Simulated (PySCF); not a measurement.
Compound: C8H8O2.
Atom-mapped SMILES: `[O:1]=[CH:2][c:3]1[cH:4][cH:5][c:6]([CH2:7][OH:8])[cH:9][cH:10]1` (hydrogens: H11 on C2; H12 on C4; H13 on C5; H14, H15 on C7; H16 on O8; H17 on C9; H18 on C10)

The calculation used PySCF, PBE0-D3(BJ)/def2-SVP geometry optimisation, gas phase.

Some entries are withheld. Bonds in one row agree within 0.01 Å.

```json
{"coordinate": "O1=C2", "value": "?"}
{"coordinate": "C2–C3", "value": "?"}
{"coordinate": "C3–C4, C3–C10", "value": "1.399 Å"}
{"coordinate": "C4–C5, C9–C10", "value": "?"}
{"coordinate": "C5–C6, C6–C9", "value": "1.400 Å"}
{"coordinate": "C6–C7", "value": "1.509 Å"}
{"coordinate": "C7–O8", "value": "?"}
{"coordinate": "C2–H11", "value": "1.121 Å"}
{"coordinate": "C4–H12, C10–H18", "value": "1.093 Å"}
{"coordinate": "C5–H13, C9–H17", "value": "1.093 Å"}
{"coordinate": "C7–H14, C7–H15", "value": "1.106 Å"}
{"coordinate": "O8–H16", "value": "0.964 Å"}
{"coordinate": "O1–C2–C3", "value": "124.6°"}
{"coordinate": "C2–C3–C4", "value": "120.1°"}
{"coordinate": "C4–C3–C10", "value": "?"}
{"coordinate": "C3–C4–C5", "value": "120.0°"}
{"coordinate": "C4–C5–C6", "value": "120.6°"}
{"coordinate": "C5–C6–C7", "value": "?"}
{"coordinate": "C5–C6–C9", "value": "119.3°"}
{"coordinate": "C7–C6–C9", "value": "?"}
{"coordinate": "C6–C7–O8", "value": "?"}
{"coordinate": "C6–C9–C10", "value": "120.2°"}
```

Question: Estimate the withheld lengths and angles.

Answer: 
- O1=C2 = 1.206 Å, drawn double (aldehyde oxygen to aldehyde carbon); 0.18 Å below the sum of covalent radii, 1.39 Å.
- C2–C3 = 1.478 Å, drawn single (aldehyde carbon to substituted aromatic carbon); 0.02 Å above the sum of covalent radii, 1.46 Å.
- C4–C5, C9–C10 = 1.389 Å, aromatic (both ends aromatic CH carbon); 0.07 Å below the sum of covalent radii, 1.46 Å.
- C7–O8 = 1.397 Å, drawn single (carbinol carbon (C–OH) to alcohol oxygen); 0.02 Å below the sum of covalent radii, 1.42 Å.
- C4–C3–C10 = 119.6°, at the substituted aromatic carbon, inside a 6-membered ring; the outer atoms are 2.419 Å apart.
- C5–C6–C7 = 120.5°, at the substituted aromatic carbon; the outer atoms are 2.529 Å apart.
- C7–C6–C9 = 120.2°, at the substituted aromatic carbon; the outer atoms are 2.521 Å apart.
- C6–C7–O8 = 114.2°, at the carbinol carbon (C–OH); the outer atoms are 2.441 Å apart.

Radii are Cordero's, carbon taken as 0.76, 0.73 or 0.69 Å for four, three, and two or fewer neighbours.

Whether it is a minimum is left open (no frequencies). One conformer, not necessarily the lowest (O1–C2–C3–C4 0°, C5–C6–C7–O8 158°, C6–C7–O8–H -62°).

Hardware: an Intel Xeon Platinum 8488C with one thread, no GPU, shared host with 192 logical CPUs at a one-minute load of 52. Cost: 2.8 min, 0.87 GiB resident at most. That covers the optimisation of the geometry.
